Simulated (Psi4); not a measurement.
C₂H₈N (SMILES CC[NH3+]), charge +1, singlet, geometry from GFN2-xTB. Base run: B3LYP/cc-pVDZ in Psi4 1.11.

The Psi4 input:
```
memory 2 GB

molecule mol {
1 1
  C     1.242363   -0.397501   -0.003229
  C     0.104878    0.602170    0.010315
  N    -1.207868   -0.122818   -0.005342
  H     2.189650    0.133330    0.008197
  H     1.215410   -1.041569    0.872132
  H     1.220246   -1.012061   -0.899685
  H     0.148359    1.250307   -0.865745
  H     0.143518    1.220773    0.907695
  H    -1.274177   -0.738352    0.816913
  H    -1.269633   -0.710625   -0.847987
  H    -2.001747    0.529910    0.003362
}

set basis cc-pvdz
set reference rks

energy('b3lyp')
print_variables()
```

Variants of this job, named by their change:

```json
[
 {"change": "base", "basis functions": "82", "E (Eh)": "-135.54027", "core-seconds (rough)": "9"},
 {"change": "basis = 3-21G", "basis functions": "43", "E (Eh)": "-134.81012", "core-seconds (rough)": "6"},
 {"change": "basis = 6-31G", "basis functions": "43", "E (Eh)": "___", "core-seconds (rough)": "5"},
 {"change": "basis = 6-31G*", "basis functions": "61", "E (Eh)": "-135.53618", "core-seconds (rough)": "6"},
 {"change": "basis = 6-31+G*", "basis functions": "___", "E (Eh)": "___", "core-seconds (rough)": "6"},
 {"change": "basis = pcseg-1", "basis functions": "82", "E (Eh)": "-135.51001", "core-seconds (rough)": "7"},
 {"change": "basis = 6-311G**", "basis functions": "102", "E (Eh)": "-135.58040", "core-seconds (rough)": "8"},
 {"change": "basis = def2-SVPD", "basis functions": "124", "E (Eh)": "-135.44820", "core-seconds (rough)": "10"},
 {"change": "basis = 6-311+G(2d,p)", "basis functions": "___", "E (Eh)": "___", "core-seconds (rough)": "10"},
 {"change": "basis = aug-pcseg-1", "basis functions": "141", "E (Eh)": "-135.51839", "core-seconds (rough)": "10"},
 {"change": "basis = aug-cc-pVDZ", "basis functions": "141", "E (Eh)": "___", "core-seconds (rough)": "10"},
 {"change": "basis = def2-TZVPP", "basis functions": "205", "E (Eh)": "-135.59730", "core-seconds (rough)": "20"},
 {"change": "basis = aug-cc-pVTZ", "basis functions": "322", "E (Eh)": "-135.59418", "core-seconds (rough)": "50"}
]
```

### Question
What belongs in the gaps?

### Answer

- basis = 6-31G, E (Eh): -135.50527
- basis = 6-31+G*, basis functions: 73
- basis = 6-31+G*, E (Eh): -135.53806
- basis = 6-311+G(2d,p), basis functions: 129
- basis = 6-311+G(2d,p), E (Eh): -135.58339
- basis = aug-cc-pVDZ, E (Eh): -135.55205

Totals compare only among sets that treat the same electrons; sets with core potentials leave the core out.
